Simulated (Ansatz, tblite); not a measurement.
Forces on Mg7O7⁻ at its PBE-D4/def2-SVP geometry. Charge -1, multiplicity 2.

The xTB rows come from tblite. The structure holds 2 bond(s) between oxygen atoms. Another isomer (doublet) lies 7.93 eV lower at PBE0-D4/def2-SVP; other spin states weren't run for this one.

GFN1-xTB (tblite), largest force 1.85 eV/Å:

```xyz
14
positions Å, forces eV/Å
Mg    1.001    0.433   -0.232   -0.225    0.085    0.056
Mg   -1.579    1.041    0.452    0.132   -0.309   -0.043
Mg    2.436   -2.141   -0.729   -0.757   -0.471    0.180
Mg   -2.941   -1.456    0.698    0.559    0.309   -0.124
Mg    1.390    3.491   -0.224    0.535    0.250   -0.124
Mg    3.780    1.408   -0.935    0.057    0.703    0.014
Mg   -0.439   -2.654    0.010   -0.228    0.324    0.072
O    -3.278    0.376    0.866    0.591   -0.283   -0.167
O    -0.160    2.158   -0.691    0.136   -0.567    1.674
O    -2.204   -3.153    0.435    0.209    0.384   -0.035
O    -0.697   -0.651   -0.644    0.630   -0.140    1.714
O    -0.287   -0.727    0.880   -0.331    0.048   -1.819
O     0.232    2.093    0.837   -0.683   -0.426   -1.571
O     2.745   -0.219   -0.726   -0.625    0.094    0.174
```

GFN2-xTB (tblite), largest force 1.66 eV/Å:

```
Mg -0.753 -0.274 0.161
Mg -0.637 -1.263 0.125
Mg -0.926 0.915 0.283
Mg 0.567 -0.241 -0.155
Mg -0.030 -1.157 -0.033
Mg -1.246 -0.347 0.316
Mg -0.382 0.945 0.131
O 1.297 0.100 -0.336
O 0.634 -0.104 0.939
O 0.475 0.994 -0.081
O 0.888 0.017 1.404
O 0.057 0.207 -1.649
O 0.114 0.005 -1.132
O -0.058 0.205 0.026
```

PBE-D4/def2-SVP (Ansatz), largest force 0.02 eV/Å:

```
Mg 0.008 0.006 -0.004
Mg -0.004 -0.002 0.002
Mg 0.001 -0.005 0.000
Mg -0.008 -0.007 0.001
Mg -0.001 0.010 0.002
Mg -0.002 -0.011 0.000
Mg 0.000 -0.010 -0.003
O 0.006 0.006 -0.001
O 0.003 -0.008 0.018
O -0.001 -0.004 0.003
O -0.004 0.002 0.000
O -0.004 0.016 -0.005
O -0.002 -0.001 -0.013
O 0.007 0.010 0.000
```
